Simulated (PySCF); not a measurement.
B3H7N3, SMILES B1NB[NH2+]BN1, charge +1. The structure is a stationary point at PBE-D3(BJ)/def2-SVP. The isomer is the one that the SMILES or the coordinates give; other isomers of the formula were not compared.

Level of theory: PBE-D3(BJ)/def2-SVP (PySCF).

Harmonic wavenumbers (cm⁻¹): 133, 224, 313, 482, 483, 529, 712, 743, 797, 833, 851, 869, 901, 907, 928, 964, 1013, 1054, 1109, 1214, 1238, 1311, 1347, 1408, 1490, 1520, 2657, 2660, 2664, 3318, 3347, 3507, 3507. Rotational constants (GHz): 4.981, 4.877, 2.496; symmetry number 2.

Problem. Work out the zero-point energy and the ideal-gas rigid-rotor harmonic-oscillator thermochemistry at 298.15 K and 1 atm.

Solution. ZPE = ½ Σ hcν = ½ × 45032 cm⁻¹ = 64.38 kcal/mol. H − E(el) = 68.70 kcal/mol. Entropy in cal/(mol K): translation 39.11, rotation 24.70, vibration 10.33, total 74.14. G − E(el) = 46.59 kcal/mol. Cp = 24.74 cal/(mol K). Modes under 150 cm⁻¹ make the vibrational entropy uncertain.
